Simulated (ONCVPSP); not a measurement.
**What one change does to a pseudopotential (ytterbium (Yb), ONCV)**

ONCVPSP 4.0.1 input, shortened (lines: element, Z, core and valence counts, functional; n l f; lmax; l rc ep ncon nbas qcut; lloc lpopt rc5 dvloc0; l nproj debl; icmod fcfact rcfact), PBE, scalar-relativistic:

```
  Yb 70.00   10    4        4      upf
    1    0    2.00
    2    0    2.00
    2    1    6.00
    3    0    2.00
    3    1    6.00
    3    2   10.00
    4    0    2.00
    4    1    6.00
    4    2   10.00
    4    3   13.00
    5    0    2.00
    5    1    6.00
    5    2    1.00
    6    0    1.00
    3
    0    1.90    0.00    4    9    6.50
    1    1.85    0.00    5    8    7.70
    2    3.30    0.00    3    8    4.40
    3    3.15    0.38    4    9    3.30
    4    5    1.70    3.00
    0    2    2.50
    1    3    1.30
    2    2    1.70
    3    2    1.30
    0    0.00    0.00
```

In the p channel the program set the typed energies aside and used -1.385, 0.250, 1.550 Ha.

Change: all radii scaled by about 1.22 (s 2.32, p 2.26, d 4.02, f 3.84 bohr); local potential polynomial inside 2.08 bohr (lpopt 5, dvloc0 3 Ha).

Cutoffs: the cutoffs (Ha) at which the residual kinetic energy of the hardest occupied pseudo-wave falls to 1 and 0.1 mHa per electron; they do not see the model core or the augmentation charge, which bear on the density cutoff. Errors are all-electron minus pseudo energies relative to the spin-unpolarised reference configuration.

**Question.** How do hardness, ghosts and transferability respond?

**Answer.** The potential gets softer (22 Ha and 26 Ha → 16 Ha and 21 Ha); of the 4 tests that both files solve, the error grows in 1 and shrinks in 3 by more than 15 % and 0.3 meV (median size 8.0 → 3.6 meV); neither file shows a bound ghost. A larger radius leaves more room for a smooth pseudo-wave, so fewer plane waves are needed.

| quantity | base | changed |
| --- | --- | --- |
| cutoff, loose | 22 Ha | 16 Ha |
| cutoff, tight | 26 Ha | 21 Ha |
| loose cutoff by channel | s 15 Ha, p 22 Ha, d 6.6 Ha | s 11 Ha, p 16 Ha, d 5.8 Ha |
| bound ghosts | none | none |
| GHOST(+) flags under 300 eV | f at 165.8 eV | none |
| error for 5s2 5p6 5d1 6s2, meV [ΔE -7.26 eV] | +8.1 | +5.1 |
| error for 5s2 5p6 5d1 6s0, meV [ΔE 13.11 eV] | +8.0 | +0.1 |
| error for 5s2 5p6 5d0 6s0, meV [ΔE 33.07 eV] | +87 | +208 |
| error for 5s2 5p6 5d1 6s1.5, meV [ΔE -4.32 eV] | +3.1 | +2.1 |
